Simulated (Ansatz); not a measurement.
Reaction (redistribution): `NB[SiH2]N` + `C[Si](O)([SiH3])Cl` → `NB[SiH2][SiH3]` + `C[Si](N)(O)Cl`

Program: Ansatz. Geometries: PBE0-D4/def2-TZVP. ΔE: electronic, gas phase. CCSD(T)/CBS adds triple-zeta CCSD(T) − MP2 to the extrapolated MP2 energy (def2 sets, frozen cores). Functionals use def2-TZVPP. B3LYP here is the variant with VWN-RPA as its local correlation; programs differ in this. One conformer a species, not always the lowest.

```tsv
level	ΔE (eV)
PBE0	-0.58
B3LYP	-0.54
SCS-MP2/def2-TZVPP	-0.54
HF/CBS(def2)	-0.54
```

Problem. What does CCSD(T)/CBS give? (Estimate.)

Solution. The calculation gave: -0.56 eV. The listed levels differ from it by -0.02, 0.02, 0.02, 0.02 eV.

Largest T1 diagnostic among the species: 0.014.
